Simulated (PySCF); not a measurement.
Coordinates in bohr (charge 0 multiplicity 2):
```
N     0.1000    0.0000   -1.3495
Sn   -0.1206    0.0000    2.8071
Sn    3.9606    0.0000   -1.3318
Sn   -3.8520    0.0000   -1.3150
```

Computed with UB3LYP/[N def2-SVP, Sn def2-SVP with ECP28], scalar-relativistic core potentials, density fitting, no spin–orbit coupling, PySCF.

This geometry of Sn₃N is a stationary point at this level.

Problem. What is the point group?

Solution. Cs.

Problem. Is it a minimum?

Solution. Yes: all harmonic wavenumbers are real, though the softest, 49 cm⁻¹, leaves little margin.

Problem. Which band is strongest in the infrared?

Solution. 588 cm⁻¹ (a'), 128 km/mol.

Problem. Give the atomic charges and bond orders.

Solution. 
```
atom  Mulliken  Löwdin  polar tensor  spin (Mulliken)  Mayer order to N1
  N1     -0.63   -0.40          0.00            -0.13                  –
 Sn2      0.18    0.16          0.10             0.03               0.91
 Sn3      0.24    0.13         -0.01             0.54               1.15
 Sn4      0.21    0.10         -0.08             0.56               0.94
```
Other Mayer orders above 0.3: Sn–Sn 0.51, Sn–Sn 0.60, Sn–Sn 0.83.

Problem. Give the ideal-gas entropy at 298.15 K and 1 bar by parts.

Solution. translation 182.7, rotation 132.3, vibration 58.1, spin 5.8; total 378.9 J/(mol K).

Only a few start shapes were tried, so a lower isomer may exist. No spin–orbit coupling is included, which matters more the heavier the element.
